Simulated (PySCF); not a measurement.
## Ionising GeH

PBE; basis Ge def2-TZVPPD, H def2-TZVPPD; no relativity; PySCF 2.14. Neutral (UKS): doublet (π ↑), Re = 1.617 Å, ωe = 1823 cm⁻¹, De = 2.92 eV, HOMO -4.27 eV, LUMO -4.08 eV.

GeH⁺ (UKS): singlet (closed shell), Re = 1.606 Å, ωe = 1929 cm⁻¹, De = 3.06 eV to Ge⁺ + H. The energies at the minima are -2077.20904 hartree for GeH and -2076.92389 for GeH⁺.

**Question.** Work out the adiabatic ionisation energy, without and with harmonic zero-point energies (1 hartree = 27.2114 eV, 1 eV = 8065.5 cm⁻¹), and the change of the bond length.

**Answer.** At PBE: 0.28515 hartree = 7.759 eV between the minima; the zero-point term (1929.0 − 1823.0)/2 cm⁻¹ = +0.007 eV makes it 7.766 eV. Re changes by -1.1 pm against the neutral. The electron leaves a π orbital, which is non-bonding in a hydride.

GeH⁻ (UKS): triplet (π ↑↑), Re = 1.652 Å, ωe = 1614 cm⁻¹. The energies at the minima are -2077.20904 hartree for GeH and -2077.24483 for GeH⁻.

**Question.** Work out the adiabatic electron affinity, without and with harmonic zero-point energies (1 hartree = 27.2114 eV, 1 eV = 8065.5 cm⁻¹), and the change of the bond length.

**Answer.** At PBE: 0.03579 hartree = 0.974 eV between the minima; the zero-point term (1823.0 − 1614.0)/2 cm⁻¹ = +0.013 eV makes it 0.987 eV. Re changes by +3.5 pm against the neutral. The electron enters a π orbital, which is non-bonding in a hydride.

Spin–orbit coupling is left out. For an ion De counts to the pair picked by the measured ionisation energies or electron affinities, which need not be the lowest pair at this level. The highest Kohn–Sham level is positive in this anion. Much of that is self-interaction error, but it also means that the finite basis helps to hold the extra electron. States were picked by a PBE0 search and need not be the measured ground states.
